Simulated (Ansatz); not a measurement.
`CNB(F)F`, relaxed with RKS PBE-D4/def2-SVP in the Gaussian-basis code of Ansatz from a rough embedded geometry. The force threshold is 0.03 eV/Å; the program also tests the step.

Charge 0, multiplicity 1.

Start:

```xyz
9

C    -1.018    0.254    0.309
N     0.174   -0.413    0.623
B     1.055   -0.459   -0.609
F     1.557   -1.769   -1.167
F     1.600    0.736   -1.205
H    -0.830    1.375   -0.011
H    -1.587   -0.217   -0.510
H    -1.664    0.342    1.179
H     0.712    0.150    1.391
```

| step | energy (eV) | largest force (eV/Å) | largest move (Å) |
| --- | --- | --- | --- |
| 1 | -8688.7186 | 3.770 | 0.000 |
| 2 | -8689.2878 | 3.750 | 0.195 |
| 3 | -8689.5119 | 2.570 | 0.085 |
| 4 | -8689.7727 | 1.306 | 0.200 |
| 5 | -8689.9004 | 0.529 | 0.200 |
| 6 | -8690.0153 | 0.851 | 0.199 |
| 7 | -8690.1503 | 1.124 | 0.195 |
| 8 | -8690.3203 | 0.971 | 0.200 |
| 9 | -8690.4876 | 0.772 | 0.198 |
| 10 | -8690.6060 | 0.617 | 0.200 |
| 11 | -8690.6666 | 0.255 | 0.200 |
| 12 | -8690.6799 | 0.089 | 0.081 |
| 13 | -8690.6804 | 0.030 | 0.015 |
| 14 | -8690.6805 | 0.009 | 0.004 |

End:

```xyz
9

C    -1.097    0.214    0.313
N     0.351    0.270    0.314
B     1.206   -0.417   -0.564
F     0.721   -1.223   -1.524
F     2.539   -0.287   -0.470
H    -1.557    1.208    0.118
H    -1.434   -0.473   -0.485
H    -1.504   -0.163    1.277
H     0.775    0.870    1.022
```

Hardware: 2 threads of a server CPU on a shared host. Wall time 27 s, peak host memory 0.17 GiB.
